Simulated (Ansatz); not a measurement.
Problem. Name a neutral molecule of B, C, N, S and H with HOMO energy (ωB97M-V/def2-TZVPP) between -8.65 and -8.35 eV and HOMO–LUMO gap (ωB97M-V/def2-TZVPP) between 8.20 and 8.50 eV (Ansatz, PBE0-D4/def2-TZVP geometry).

Solution. `CB1N=C=CS1` (-8.55 eV, 8.32 eV). Other molecules can fit too; these were computed, each in one conformer that needn't be the lowest.
